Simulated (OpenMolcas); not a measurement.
## O3+: terms and fine structure

```json
{
 "Program": "OpenMolcas 26.06",
 "Method": "MS-RASPT2, IPEA 0.25 Eh, imaginary shift 0.1 Eh (closed shells correlated: 1s)",
 "Basis": "ANO-RCC-VTZP [4s3p2d1f]",
 "Scalar Hamiltonian": "DKH2, point nucleus",
 "Active space": "3 electrons in 9 orbitals (RAS2 2s 2p; RAS3 3d, at most 2 electrons)",
 "State averaging": "2S+1 = 4 odd, 1 root; 2S+1 = 2 odd, 11 roots; 2S+1 = 4 even, 3 roots; 2S+1 = 2 even, 9 roots",
 "Spin-orbit coupling": "RASSI with atomic mean-field integrals over the reference wave functions, term energies averaged over their components"
}
```

Spin-free terms above the lowest, with the occupations of the reference:

```csv
Configuration,Term,E (cm-1),Occupations
2s2 2p,2P*,0.0,2s 1.92 2p 1.08 3d 0.01
2s 2p2,4P,70810,2s 1.00 2p 2.00
2s 2p2,2D,127720,2s 1.00 2p 1.99 3d 0.01
2s 2p2,2S,166300,2s 1.00 2p 1.99 3d 0.01
2s 2p2,2P,182180,2s 0.98 2p 2.00 3d 0.02
2p3,4S*,231530,2p 3.00
2p3,2D*,256240,2s 0.02 2p 2.96 3d 0.02
2p3,2P*,291490,2s 0.09 2p 2.89 3d 0.02
```

With spin-orbit coupling, above the lowest level:

| Configuration | Term | J | E (cm-1) | Measured (cm-1) | g | Term weight % |
| --- | --- | --- | --- | --- | --- | --- |
| 2s2 2p | 2P* | 1/2 | 0.0 | 0.0 | 0.666 | 100 |
| 2s2 2p | 2P* | 3/2 | 359 | 386 | 1.334 | 100 |
| 2s 2p2 | 4P | 1/2 | 70830 | 71440 | 2.671 | 100 |
| 2s 2p2 | 4P | 3/2 | 70960 | 71570 | 1.735 | 100 |
| 2s 2p2 | 4P | 5/2 | 71180 | 71756 | 1.601 | 100 |
| 2s 2p2 | 2D | 3/2 | 127960 | 126950 | 0.800 | 100 |
| 2s 2p2 | 2D | 5/2 | 127960 | 126936 | 1.200 | 100 |
| 2s 2p2 | 2S | 1/2 | 166540 | 164366 | 2.002 | 100 |
| 2s 2p2 | 2P | 1/2 | 182250 | 180481 | 0.666 | 100 |
| 2s 2p2 | 2P | 3/2 | 182500 | 180724 | 1.334 | 100 |
| 2p3 | 4S* | 3/2 | 231770 | 231538 | 2.002 | 100 |
| 2p3 | 2D* | 3/2 | 256480 | 255185 | 0.800 | 100 |
| 2p3 | 2D* | 5/2 | 256480 | 255156 | 1.200 | 100 |
| 2p3 | 2P* | 1/2 | 291730 | 289015 | 0.666 | 100 |
| 2p3 | 2P* | 3/2 | 291740 | 289024 | 1.334 | 100 |

Against the 14 measured excited levels shown (Moore, Selected Tables of Atomic Spectra, NSRDS-NBS 3, section 10) the mean absolute deviation is 1300 cm-1; the largest miss in energy is 2p3 2P* 3/2: computed 291740, measured 289024 cm-1 (+0.9 %), and the largest in proportion 2s2 2p 2P* 3/2 (-7.0 %).

Spin-orbit coupling puts the lowest level 239 cm-1 below the lowest spin-free term.

Term energies are means over components that CASPT2 splits; among the terms shown or strongly mixed into the levels shown the widest spread is 12 cm-1 (2p3 2D*). Active for correlation alone: 3d; no level in the range computed is led by a configuration that fills it, so any true level of that kind is missing. Measured partners are found by configuration, term and J. A level has none where our copy of the source lacks it or the pairing is in doubt (some pairs that miss far off the trend of their configuration count as doubtful), and it then counts in no deviation. Levels of configurations outside the active space are missing. The first state left out of the spin-orbit step lies near 740000 cm-1 above the lowest spin-free state of the reference (among the parities and spins computed), and the list stops at four fifths of that energy or lower.

The term weight is that of the spin-free term in the level, not the purity of its configuration. * marks odd parity.
